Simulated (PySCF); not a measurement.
## Size series: rocksalt chalcogenide

All values: TDDFT wB97X-D/6-31G*, gas phase, PySCF SCF with an in-house response code, fitting set def2-universal-JFIT up to Ne and JKFIT beyond, grid level 1 (kernel 0), vertical, one conformer each, geometries GFN2-xTB; core orbitals frozen in the response, virtual orbitals above 1.5 Eh left out. The lowest 6 singlets were sought, and the brightest is taken among them. The runs took 1 to 10 CPU minutes each on shared server CPUs.

The basis has no diffuse functions, so the polarisability comes out too low.

| atoms | system | formula | HOMO-LUMO gap / eV | S1 / eV | polarisability / bohr³ | T1 (TDA) / eV | f(S1) |
| --- | --- | --- | --- | --- | --- | --- | --- |
| 16 | 2x2x4 MgO rock-salt block | Mg8O8 | 7.75 | 3.76 | 141 | 3.67 | 0.027 |
| 20 | 2x2x5 MgO rock-salt block | Mg10O10 | 7.81 | 3.79 | 170 | 3.69 | 0.000 |
| 28 | 2x2x7 MgO rock-salt block | Mg14O14 | 7.87 | 3.80 | 229 | 3.70 | 0.000 |
| 40 | 2x4x5 MgO rock-salt block | Mg20O20 | 8.11 | 4.23 | 303 | 4.13 | 0.000 |
